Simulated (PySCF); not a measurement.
Bi(H)2(OMe), SMILES C[O][BiH2] (CH5BiO) (CAM-B3LYP/def2-SVP optimised geometry):

```
8

Bi    -1.860    -0.963     0.000
H     -2.021    -0.947    -1.801
H     -2.021     0.838     0.000
O      0.232    -0.963     0.000
C      0.941    -0.110    -0.847
H      0.734     0.963    -0.654
H      2.021    -0.273    -0.686
H      0.734    -0.294    -1.921
```

Calculation: CAM-B3LYP/def2-TZVP, def2 effective core potentials past Kr in PySCF 2.14.0.

### Question
What are the frontier orbital energies and the dipole moment?

### Answer
HOMO-2 -9.44 eV, HOMO-1 -9.13 eV, HOMO -8.77 eV, LUMO -0.33 eV, LUMO+1 0.79 eV; dipole moment 1.84 D.

On the same geometry PBE/def2-TZVP, def2 effective core potentials past Kr run with PySCF gives HOMO-2 -6.90 eV, HOMO-1 -6.59 eV, HOMO -5.84 eV, LUMO -2.03 eV, LUMO+1 -0.79 eV; dipole moment 1.52 D.
